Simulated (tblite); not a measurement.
Species: C6H10BClO2.
Numbering: `[Cl:1]/[CH:2]=[CH:3]\[CH2:4][B:5]1[O:6][CH2:7][CH2:8][CH2:9][O:10]1` (hydrogens: H11 on C2; H12 on C3; H13, H14 on C4; H15, H16 on C7; H17, H18 on C8; H19, H20 on C9)

Computed with GFN2-xTB (tblite), gas phase: L-BFGS steps from a force-field or distance-geometry start until the largest atomic force falls under 0.01 eV/Å.

Geometry at step 45:
```
atom  x, y, z in Å
Cl1     4.1598    0.8709   -1.9985
C2      3.8262   -0.0585   -0.5766
C3      2.6838   -0.0134    0.0931
C4      1.5020    0.8544   -0.1774
B5      0.0069    0.2811   -0.0839
O6     -0.2709   -1.0404   -0.0750
C7     -1.6102   -1.4861   -0.0025
C8     -2.5260   -0.4913    0.7208
C9     -2.3281    0.9082    0.1315
O10    -0.9611    1.2361   -0.0094
H11     4.6555   -0.6843   -0.2766
H12     2.6252   -0.6434    0.9667
H13     1.5068    1.6450    0.5787
H14     1.6430    1.3408   -1.1407
H15    -1.9513   -1.6676   -1.0302
H16    -1.5794   -2.4400    0.5348
H17    -2.2468   -0.4669    1.7748
H18    -3.5711   -0.8001    0.6435
H19    -2.7984    0.9896   -0.8570
H20    -2.7712    1.6768    0.7810
```

**Question.** Give the atomic forces at this geometry.

**Answer.** 
```
atom  Fx (eV/Å)  Fy (eV/Å)  Fz (eV/Å)
 Cl1     -0.069     -0.064      0.114
  C2     -0.094      0.021     -0.007
  C3     -0.048     -0.104      0.007
  C4      0.089      0.109      0.082
  B5     -0.070     -0.003     -0.082
  O6      0.108     -0.063      0.067
  C7     -0.003     -0.040     -0.018
  C8      0.087      0.024     -0.043
  C9     -0.003      0.014     -0.076
 O10      0.069      0.058      0.092
 H11     -0.078      0.058     -0.101
 H12     -0.077     -0.069      0.090
 H13      0.141      0.148     -0.046
 H14     -0.031      0.091     -0.058
 H15     -0.104      0.030      0.055
 H16     -0.096     -0.028     -0.029
 H17      0.033     -0.008      0.045
 H18      0.126      0.026     -0.044
 H19     -0.011     -0.084     -0.011
 H20      0.030     -0.117     -0.036
```

The largest, 0.21 eV/Å, acts on H13; the rms over all components is 0.071 eV/Å. The forces sum to zero within rounding, as they must for an isolated molecule in no field.

**Question.** Give the force on H13 in Eh/bohr and in nN.

**Answer.** 0.210 eV/Å ÷ 51.422 = 0.00407 Eh/bohr, and 0.210 eV/Å × 1.602 = 0.34 nN.

**Question.** How far is this geometry from the end of the optimisation?

**Answer.** 0.103 eV above it, and 0.493 Å rms away after alignment. The bonds farthest from their final lengths, with half the difference of the two atoms' forces along the bond (positive lengthens):

| bond | now (Å) | final (Å) | force along bond (eV/Å) |
| --- | --- | --- | --- |
| Cl1–C2 | 1.731 | 1.724 | -0.07 |
| C7–C8 | 1.533 | 1.528 | -0.01 |
| B5–O6 | 1.350 | 1.355 | +0.01 |
| C9–H20 | 1.100 | 1.095 | -0.04 |
| B5–O10 | 1.362 | 1.358 | -0.02 |
| C2–H11 | 1.081 | 1.078 | -0.02 |

The angle farthest from its final value is C3–C4–B5, 121.3° against 112.9°.

The cost below is that of the whole relaxation. Hardware: one thread, AMD EPYC 9R45 (x86_64), shared host. Cost: 1.1 s wall.
